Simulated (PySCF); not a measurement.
PySCF input file for CH4Cl3NSn, SMILES C[NH][Sn]([Cl])([Cl])[Cl], B3LYP-D3(BJ)/def2-SVP. Coordinates come from a B3LYP-D3(BJ)/def2-SVP optimisation. The def2 effective core potentials stand for the cores of Sn; spin–orbit coupling is left out. The values are those of a single conformer.

```python
import numpy as np
from pyscf import gto, scf, dft, df
from pyscf.hessian import thermo

mol = gto.M(
    atom='''
    C    -2.95471822   -0.18526645   -0.17675150
    N    -1.85361199    0.76795510   -0.29818930
    Sn    0.03521693    0.09788061   -0.00459477
    Cl    0.39751370   -1.63130644   -1.54436670
    Cl    1.52858766    1.86208269   -0.37881009
    Cl    0.47056798   -0.78716666    2.13927888
    H    -2.73464783   -1.07904650   -0.78107238
    H    -3.17300609   -0.51708542    0.85610440
    H    -3.87255133    0.26539067   -0.59065207
    H    -2.02042662    1.63126095    0.21945677
    ''',
    basis='def2-SVP',
    ecp={'Sn': 'def2-svp'},
    charge=0,
    spin=0,
    max_memory=1600,
    verbose=3,
)
mf = dft.RKS(mol, xc='b3lyp').density_fit(auxbasis='def2-universal-jkfit')
mf.disp = 'd3bj'
mf.grids.level = 3
mf.conv_tol = 1e-11
mf.max_cycle = 100
mf.kernel()

# [left out here: the lines that compute and print the analytic Hessian (its translational invariance restored by hand, since the grid's response is missing), thermochemistry and intensities]
```

Output:

```
converged SCF energy = -1689.91707976572

WARN: DFTD3 does not support analytical Hessian, using finite difference


WARN: Mole.unit (angstrom) is changed to Bohr

Mode                                 0                   1                   2
Irrep
Freq [cm^-1]                       33.0898             75.4526            103.5475
Reduced mass [au]                   3.5277              4.9055             13.6637
Force const [Dyne/A]                0.0023              0.0165              0.0863
Char temp [K]                      47.6088            108.5594            148.9818
Normal mode                   x     y     z       x     y     z       x     y     z
       0   C                 0.00 -0.03 -0.19   -0.05  0.14 -0.03   -0.03  0.05 -0.02
       1   N                -0.00  0.00  0.03    0.03  0.04 -0.03   -0.00  0.02  0.05
       2  Sn                -0.00  0.00  0.02   -0.00 -0.02  0.00   -0.01 -0.01  0.03
       3  Cl                -0.06  0.00  0.00    0.03 -0.04  0.03    0.08  0.06 -0.03
       4  Cl                 0.00 -0.01 -0.01   -0.07  0.04  0.01   -0.01 -0.04 -0.10
       5  Cl                 0.07  0.01  0.01    0.05 -0.03 -0.01   -0.02 -0.02  0.03
       6   H                 0.08  0.04 -0.26   -0.10  0.08  0.04   -0.05  0.08 -0.08
       7   H                -0.09 -0.14 -0.24   -0.13  0.23 -0.02   -0.05 -0.02 -0.05
       8   H                 0.04 -0.00 -0.23    0.01  0.19 -0.10   -0.01  0.10  0.00
       9   H                -0.05 -0.07  0.13    0.08  0.10 -0.11    0.01 -0.00  0.10
Mode                                 3                   4                   5
Irrep
Freq [cm^-1]                      107.9490            122.2494            139.7287
Reduced mass [au]                  22.4153             22.6788              1.9153
Force const [Dyne/A]                0.1539              0.1997              0.0220
Char temp [K]                     155.3145            175.8897            201.0385
Normal mode                   x     y     z       x     y     z       x     y     z
       0   C                 0.04 -0.03 -0.02   -0.04 -0.01  0.01    0.00 -0.02  0.00
       1   N                 0.01  0.01  0.00   -0.05 -0.00 -0.02    0.01 -0.05 -0.12
       2  Sn                 0.01  0.03  0.01   -0.04  0.02 -0.00    0.00  0.00  0.03
       3  Cl                -0.02 -0.03  0.07    0.06  0.00  0.05   -0.03  0.04 -0.03
       4  Cl                -0.01  0.03 -0.06    0.05 -0.05  0.02    0.00 -0.01 -0.02
       5  Cl                -0.04 -0.10 -0.03    0.06 -0.02 -0.05    0.01 -0.01  0.02
       6   H                 0.08 -0.02 -0.02   -0.02 -0.04  0.05    0.10 -0.20  0.32
       7   H                 0.04 -0.04 -0.02   -0.05  0.03  0.02   -0.15  0.31  0.07
       8   H                 0.03 -0.07 -0.03   -0.04 -0.04 -0.03    0.06 -0.16 -0.28
       9   H                -0.03 -0.00  0.00   -0.06  0.01 -0.05   -0.02  0.07 -0.33
Mode                                 6                   7                   8
Irrep
Freq [cm^-1]                      204.9236            264.0339            349.4711
Reduced mass [au]                   1.6862              3.5054             25.3180
Force const [Dyne/A]                0.0417              0.1440              1.8218
Char temp [K]                     294.8395            379.8860            502.8111
Normal mode                   x     y     z       x     y     z       x     y     z
       0   C                 0.03 -0.00  0.01    0.17 -0.01  0.01   -0.00 -0.00  0.00
       1   N                 0.01  0.01 -0.15    0.04  0.13 -0.01   -0.04  0.04 -0.01
       2  Sn                -0.01 -0.00  0.02   -0.02 -0.01 -0.00   -0.02  0.01 -0.01
       3  Cl                -0.01  0.02 -0.00    0.01  0.00 -0.00    0.01 -0.06 -0.05
       4  Cl                -0.01 -0.01 -0.01   -0.03 -0.02  0.00    0.05  0.06 -0.01
       5  Cl                 0.02 -0.01  0.01    0.01  0.01 -0.01    0.02 -0.04  0.10
       6   H                -0.19  0.14 -0.28    0.34 -0.02  0.10    0.04 -0.01  0.02
       7   H                 0.37 -0.24 -0.00    0.17  0.04  0.03    0.00  0.01  0.01
       8   H                -0.10  0.12  0.43    0.12 -0.19 -0.08   -0.02 -0.05 -0.02
       9   H                 0.02  0.02 -0.16    0.03  0.05  0.13   -0.03 -0.01  0.07
Mode                                 9                  10                  11
Irrep
Freq [cm^-1]                      380.1499            391.6490            483.8796
Reduced mass [au]                  42.3825             39.6857              2.5382
Force const [Dyne/A]                3.6087              3.5866              0.3502
Char temp [K]                     546.9511            563.4958            696.1950
Normal mode                   x     y     z       x     y     z       x     y     z
       0   C                -0.00  0.00 -0.00   -0.01  0.00 -0.00   -0.07 -0.02  0.01
       1   N                 0.00 -0.01 -0.00    0.00 -0.01  0.00   -0.12  0.10 -0.09
       2  Sn                 0.01  0.01 -0.05    0.02  0.05  0.01    0.03 -0.01  0.01
       3  Cl                -0.02  0.07  0.06    0.01 -0.07 -0.06   -0.00  0.00  0.01
       4  Cl                -0.04 -0.05  0.01   -0.07 -0.08  0.02   -0.01 -0.01  0.00
       5  Cl                 0.02 -0.04  0.09    0.00 -0.01  0.01   -0.00  0.00 -0.01
       6   H                -0.01 -0.00  0.01   -0.02  0.01 -0.01    0.00 -0.05  0.10
       7   H                -0.01  0.01  0.00   -0.01 -0.00 -0.00   -0.03  0.07  0.04
       8   H                -0.00  0.00 -0.00   -0.00  0.02  0.01   -0.11 -0.13 -0.03
       9   H                 0.01 -0.01  0.02   -0.01  0.01 -0.04   -0.05 -0.23  0.50
Mode                                12                  13                  14
Irrep
Freq [cm^-1]                      645.5304           1065.9751           1102.4415
Reduced mass [au]                   1.5659              1.7056              2.1443
Force const [Dyne/A]                0.3845              1.1419              1.5355
Char temp [K]                     928.7745           1533.7009           1586.1679
Normal mode                   x     y     z       x     y     z       x     y     z
       0   C                -0.03 -0.02 -0.00   -0.14 -0.04  0.03   -0.06 -0.12 -0.05
       1   N                -0.11  0.09  0.05    0.10  0.05 -0.02    0.11  0.10  0.02
       2  Sn                 0.02 -0.01 -0.00   -0.00  0.00  0.00   -0.00 -0.00 -0.00
       3  Cl                 0.00  0.00  0.00   -0.00  0.00  0.00    0.00 -0.00 -0.00
       4  Cl                -0.00 -0.00  0.00    0.00 -0.00 -0.00   -0.00  0.00  0.00
       5  Cl                -0.00  0.00  0.00    0.00 -0.00  0.00   -0.00  0.00  0.00
       6   H                 0.13  0.06 -0.07    0.24  0.09 -0.04   -0.39 -0.30  0.11
       7   H                -0.01 -0.15 -0.04   -0.05 -0.28 -0.03    0.04  0.22  0.07
       8   H                -0.10 -0.15  0.01   -0.21 -0.30 -0.08   -0.02  0.13  0.15
       9   H                -0.26  0.41 -0.54    0.50  0.12 -0.01   -0.25  0.07 -0.02
Mode                                15                  16                  17
Irrep
Freq [cm^-1]                     1130.7083           1352.4795           1442.1530
Reduced mass [au]                   1.3192              1.2959              1.1316
Force const [Dyne/A]                0.9937              1.3967              1.3867
Char temp [K]                    1626.8375           1945.9168           2074.9370
Normal mode                   x     y     z       x     y     z       x     y     z
       0   C                 0.03 -0.07  0.10    0.05 -0.06 -0.05    0.08  0.05  0.01
       1   N                 0.00  0.05 -0.05   -0.09  0.01  0.02    0.01  0.01  0.00
       2  Sn                -0.00 -0.00 -0.00    0.00  0.00  0.00   -0.00  0.00  0.00
       3  Cl                 0.00  0.00  0.00   -0.00  0.00  0.00   -0.00 -0.00 -0.00
       4  Cl                -0.00 -0.00  0.00   -0.00 -0.00 -0.00    0.00 -0.00 -0.00
       5  Cl                -0.00  0.00 -0.00   -0.00 -0.00 -0.00    0.00 -0.00  0.00
       6   H                -0.09  0.11 -0.21   -0.14 -0.13 -0.02   -0.63 -0.09 -0.06
       7   H                -0.53 -0.25 -0.07   -0.03  0.27  0.04   -0.29 -0.15 -0.12
       8   H                 0.38  0.36 -0.22    0.07  0.17  0.15   -0.20 -0.55 -0.07
       9   H                -0.02  0.02 -0.00    0.73  0.21 -0.05    0.07  0.02  0.01
Mode                                18                  19                  20
Irrep
Freq [cm^-1]                     1469.5751           1488.1298           2990.0296
Reduced mass [au]                   1.0570              1.0376              1.0421
Force const [Dyne/A]                1.3450              1.3538              5.4891
Char temp [K]                    2114.3913           2141.0875           4301.9869
Normal mode                   x     y     z       x     y     z       x     y     z
       0   C                -0.03 -0.03  0.05    0.02 -0.04  0.00   -0.03 -0.03  0.04
       1   N                -0.00 -0.00  0.01    0.02 -0.01 -0.01   -0.00 -0.00 -0.00
       2  Sn                 0.00 -0.00  0.00   -0.00  0.00 -0.00    0.00 -0.00  0.00
       3  Cl                -0.00  0.00  0.00    0.00 -0.00  0.00   -0.00  0.00  0.00
       4  Cl                -0.00 -0.00 -0.00    0.00  0.00  0.00   -0.00 -0.00  0.00
       5  Cl                 0.00  0.00 -0.00   -0.00 -0.00  0.00   -0.00  0.00 -0.00
       6   H                -0.22  0.25 -0.45    0.23  0.29 -0.37   -0.07  0.27  0.19
       7   H                 0.42  0.32  0.22   -0.43  0.50  0.08    0.14  0.23 -0.77
       8   H                 0.15 -0.16 -0.50   -0.23 -0.17  0.37    0.33 -0.17  0.17
       9   H                 0.01  0.01 -0.01   -0.12 -0.05  0.01   -0.00 -0.00 -0.00
Mode                                21                  22                  23
Irrep
Freq [cm^-1]                     3067.8965           3110.7353           3533.9111
Reduced mass [au]                   1.0980              1.1031              1.0751
Force const [Dyne/A]                6.0887              6.2890              7.9107
Char temp [K]                    4414.0200           4475.6555           5084.5113
Normal mode                   x     y     z       x     y     z       x     y     z
       0   C                -0.04  0.02 -0.08   -0.04  0.07  0.03   -0.00  0.00  0.00
       1   N                -0.00  0.00  0.00    0.00 -0.00 -0.00   -0.01  0.06  0.03
       2  Sn                 0.00 -0.00 -0.00    0.00  0.00  0.00    0.00 -0.00  0.00
       3  Cl                 0.00 -0.00 -0.00   -0.00 -0.00  0.00    0.00 -0.00 -0.00
       4  Cl                 0.00  0.00 -0.00    0.00  0.00 -0.00   -0.00  0.00 -0.00
       5  Cl                 0.00 -0.00  0.00   -0.00 -0.00  0.00    0.00 -0.00  0.00
       6   H                -0.07  0.26  0.16    0.17 -0.68 -0.47    0.01 -0.01 -0.01
       7   H                -0.09 -0.13  0.45    0.01  0.05 -0.11   -0.00 -0.00 -0.00
       8   H                 0.63 -0.32  0.28    0.35 -0.17  0.17    0.00 -0.00  0.00
       9   H                 0.00 -0.01 -0.00   -0.01  0.01  0.01    0.16 -0.82 -0.48
temperature 298.1500 [K]
pressure 101325.00 [Pa]
Rotational constants [GHz] 1.07742 0.93706 0.87242
Symmetry number 1
Zero-point energy (ZPE) 0.05708 [Eh]   149866.303 [J/mol]
                           tot       elec      trans        rot        vib
Entropy [J/mol/K]       431.984      0.000    177.860    126.690    127.434
Cv [J/mol/K]            122.321      0.000     12.472     12.472     97.378
Cp [J/mol/K]            130.636      0.000     20.786     12.472     97.378
Internal energy [J/mol]                      3718.434   3718.434 168134.757
Internal energy [Eh]   -1689.85021  -1689.91708
Enthalpy [J/mol]                             6197.391   3718.434 168134.757
Enthalpy [Eh]          -1689.84926
Gibbs free energy [J/mol]                  -46831.604 -34054.133 130140.194
Gibbs free energy [Eh] -1689.89832
mode   freq/cm-1   IR/(km/mol)
   1       33.09         0.641
   2       75.45         0.661
   3      103.55         2.987
   4      107.95         4.622
   5      122.25        13.495
   6      139.73         3.934
   7      204.92         8.901
   8      264.03        10.159
   9      349.47        14.964
  10      380.15        56.209
  11      391.65        63.578
  12      483.88        75.116
  13      645.53        37.266
  14     1065.98         8.226
  15     1102.44        67.380
  16     1130.71        12.925
  17     1352.48         6.010
  18     1442.15         9.469
  19     1469.58        16.765
  20     1488.13         3.569
  21     2990.03        66.998
  22     3067.90        18.572
  23     3110.74         8.920
  24     3533.91        21.473
max |gradient| / (hartree/bohr): 5.43417032273724e-05
APT charges: [ 0.2879 -0.6652  1.945  -0.5124 -0.5272 -0.5723  0.0143 -0.0519 -0.0365
  0.1181]
```

The run converged.
